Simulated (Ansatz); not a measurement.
Calculated with Ansatz (gas phase, PBE0-D4/def2-TZVP geometries, no zero-point term in ΔE). CBS: MP2 limit from def2 TZ/QZ plus the TZ coupled-cluster correction, frozen cores. For As, Ga outer-core shells are correlated without core-valence functions, which leaves a few kJ/mol of doubt a bond. Scalar relativity is left out up to krypton. Each species was taken in one conformer, which may not be the lowest.

Consider the formal exchange of groups at a C–As bond: `C[SiH2]C[AsH2]` + `C=[CH][GaH2]` → `C=[C]([GaH2])C[SiH2]C` + arsine.

```tsv
species	MP2/def2-QZVPP energy (Eh)
`C[SiH2]C[AsH2]`	-2605.28819
`C=[CH][GaH2]`	-2002.75169
`C=[C]([GaH2])C[SiH2]C`	-2371.49194
`[AsH3]`	-2236.54707
```

(1) Work out ΔE.

Largest T1 diagnostic among the species: 0.013.

Results:

(1) ΔE = (-2371.49194) + (-2236.54707) − (-2605.28819) − (-2002.75169) = 0.00087 Eh = +0.5 kcal/mol. CCSD(T)/CBS gives +0.5 kcal/mol.

The D4 term adds −2.0 kcal/mol with B3LYP and −1.2 kcal/mol with PBE0; it sums over pairs of atoms, weighted by their polarisabilities, and B3LYP, whose exchange is more repulsive, gets the larger term. In def2-TZVPP, CCSD(T) changes the Hartree–Fock value by −2.4 kcal/mol (the triples alone add −0.5 kcal/mol) and MP2 by −2.5 kcal/mol.

B3LYP here is the variant with VWN-RPA as its local correlation; programs differ in this.
